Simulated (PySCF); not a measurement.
**Cu (copper, neutral) across methods**

[Ar] 3d10 4s1, 2S determinant. Computed with PySCF 2.14 in ANO-RCC-VTZP, with the spin-free X2C one-electron Hamiltonian (Gaussian nucleus). The B2PLYP total includes its PT2 part (frozen core); its orbital energies are those of the SCF part.

```json
{"method": "B2PLYP", "E (hartree)": "-1654.491", "mean ε 3d α (eV)": "-9.219", "mean ε 3d β (eV)": "-9.179", "mean ε 4s α (eV)": "-5.952", "Σ⟨r²⟩ (bohr²)": "31.14", "⟨S²⟩": "0.751"}
{"method": "PBE0", "E (hartree)": "-1654.530", "mean ε 3d α (eV)": "-6.971", "mean ε 3d β (eV)": "-6.868", "mean ε 4s α (eV)": "-5.478", "Σ⟨r²⟩ (bohr²)": "30.85", "⟨S²⟩": "0.751"}
{"method": "UHF", "E (hartree)": "-1653.14908", "mean ε 3d α (eV)": "-13.012", "mean ε 3d β (eV)": "-13.108", "mean ε 4s α (eV)": "-6.687", "Σ⟨r²⟩ (bohr²)": "32.25", "⟨S²⟩": "0.752"}
{"method": "M06-2X", "E (hartree)": "-1654.783", "mean ε 3d α (eV)": "-9.757", "mean ε 3d β (eV)": "-9.649", "mean ε 4s α (eV)": "-5.722", "Σ⟨r²⟩ (bohr²)": "31.83", "⟨S²⟩": "0.750"}
{"method": "PBE", "E (hartree)": "-1654.553", "mean ε 3d α (eV)": "-4.815", "mean ε 3d β (eV)": "-4.646", "mean ε 4s α (eV)": "-4.886", "Σ⟨r²⟩ (bohr²)": "30.92", "⟨S²⟩": "0.752"}
{"method": "r2SCAN", "E (hartree)": "-1654.744", "mean ε 3d α (eV)": "-4.742", "mean ε 3d β (eV)": "-4.583", "mean ε 4s α (eV)": "-5.129", "Σ⟨r²⟩ (bohr²)": "30.51", "⟨S²⟩": "0.752"}
{"method": "CAM-B3LYP", "E (hartree)": "-1654.893", "mean ε 3d α (eV)": "-8.576", "mean ε 3d β (eV)": "-8.479", "mean ε 4s α (eV)": "-6.666", "Σ⟨r²⟩ (bohr²)": "30.84", "⟨S²⟩": "0.751"}
{"method": "LDA", "E (hartree)": "-1651.923", "mean ε 3d α (eV)": "-5.211", "mean ε 3d β (eV)": "-5.054", "mean ε 4s α (eV)": "-5.109", "Σ⟨r²⟩ (bohr²)": "30.70", "⟨S²⟩": "0.751"}
```
